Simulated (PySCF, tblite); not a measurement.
Isomers of C4H14Si3. Computed values, GFN2-xTB/tblite, gas phase, harmonic and unscaled. The method is semi-empirical: single wavenumbers can be off by several per cent or more. Modes of hydrogen on silicon can be 10 to 20 % off. One conformer each.

Electronic energies: PBE0/pcSseg-1 single points on the GFN2-xTB geometries (PySCF, gas phase).

| SMILES | electronic energy, lowest = 0 (kJ/mol) |
| --- | --- |
| [SiH3]C[C@H]1C[SiH2]C[SiH2]1 | 18.0 |
| CC1(C)C[Si@@H]([SiH3])[SiH2]1 | 90.4 |
| [SiH3]C1C[SiH2]C[SiH2]C1 | 0.0 |
| C/C=C\[SiH2][Si@H](C)[SiH3] | 86.1 |
| C[Si@@H]1C[C@H](C[SiH3])[SiH2]1 | 77.9 |
| [SiH3][Si@H]1CCCC[SiH2]1 | 14.5 |

**Question.** How do GFN2-xTB zero-point energies change the relative energies?

**Answer.** 
| SMILES | ZPE (kJ/mol) | of it from modes above 1550 cm⁻¹ | electronic (kJ/mol) | with ZPE, lowest = 0 (kJ/mol) | lowest mode (cm⁻¹) | rings |
| --- | --- | --- | --- | --- | --- | --- |
| [SiH3]C1C[SiH2]C[SiH2]C1 | 410.1 | 217.0 | 0.0 | 0.0 | 86 | 1 |
| [SiH3][Si@H]1CCCC[SiH2]1 | 419.6 | 219.7 | 14.5 | 23.9 | 32 | 1 |
| [SiH3]C[C@H]1C[SiH2]C[SiH2]1 | 408.9 | 217.3 | 18.0 | 16.8 | 53 | 1 |
| C[Si@@H]1C[C@H](C[SiH3])[SiH2]1 | 411.6 | 221.7 | 77.9 | 79.4 | 42 | 1 |
| C/C=C\[SiH2][Si@H](C)[SiH3] | 405.1 | 232.8 | 86.1 | 81.1 | 10i | 0 |
| CC1(C)C[Si@@H]([SiH3])[SiH2]1 | 414.1 | 221.7 | 90.4 | 94.4 | 33 | 1 |

The zero-point energies span 14.5 kJ/mol, from `C/C=C\[SiH2][Si@H](C)[SiH3]` to `[SiH3][Si@H]1CCCC[SiH2]1`. Slightly imaginary modes are left out of the zero-point energy: `C/C=C\[SiH2][Si@H](C)[SiH3]` 10.1i cm⁻¹. The lowest isomer stays, but the order above it changes.

**Question.** And how do the electronic energies of GFN2-xTB itself compare?

**Answer.** `[SiH3]C1C[SiH2]C[SiH2]C1` 0.0; `[SiH3][Si@H]1CCCC[SiH2]1` 32.8; `[SiH3]C[C@H]1C[SiH2]C[SiH2]1` 14.9; `C[Si@@H]1C[C@H](C[SiH3])[SiH2]1` 95.5; `C/C=C\[SiH2][Si@H](C)[SiH3]` 134.9; `CC1(C)C[Si@@H]([SiH3])[SiH2]1` 84.6 kJ/mol, lowest = 0. Against the energies above, taken from the same isomer `[SiH3]C1C[SiH2]C[SiH2]C1`, the largest difference is 48.8 kJ/mol.

**Question.** What do entropy and thermal enthalpy add at 298.15 K and 1 bar (rigid rotor, harmonic oscillator, one conformer each)?

**Answer.** 
```csv
SMILES,point group,symmetry number,S (J/(mol K)),H − H(0) (kJ/mol),ZPE + H − H(0) − TS (kJ/mol)
[SiH3]C1C[SiH2]C[SiH2]C1,Cs,1,417.7,31.10,316.7
[SiH3][Si@H]1CCCC[SiH2]1,C1,1,437.9,32.29,321.3
[SiH3]C[C@H]1C[SiH2]C[SiH2]1,C1,1,430.7,31.78,312.3
C[Si@@H]1C[C@H](C[SiH3])[SiH2]1,C1,1,447.6,34.11,312.3
CC1(C)C[Si@@H]([SiH3])[SiH2]1,C1,1,448.2,34.38,314.9
```

Not tabulated: `C/C=C\[SiH2][Si@H](C)[SiH3]` (lowest mode only 10i cm⁻¹).
